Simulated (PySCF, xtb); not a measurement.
Cl3H3OSi2, SMILES Cl[SiH2]O[SiH](Cl)Cl. Other conformers were not sampled.

Harmonic wavenumbers (cm⁻¹) from GFN2-xTB (xtb) at its own minimum, in rising order: 5, 14, 21, 118, 171, 190, 253, 452, 501, 521, 552, 587, 609, 630, 688, 735, 774, 1107, 2311, 2335, 2362.

### Question
What does B3LYP-D3(BJ)/def2-SVP (PySCF) give at its own minimum? (The exact figures need the calculation; the answer reports its results.)

### Answer
10, 29, 71, 148, 183, 314, 318, 500, 546, 593, 632, 658, 745, 822, 840, 929, 969, 1096, 2273, 2292, 2327. Paired by order, the mean absolute difference is 77 cm⁻¹ and the zero-point energies are 21.4 and 23.3 kcal/mol.
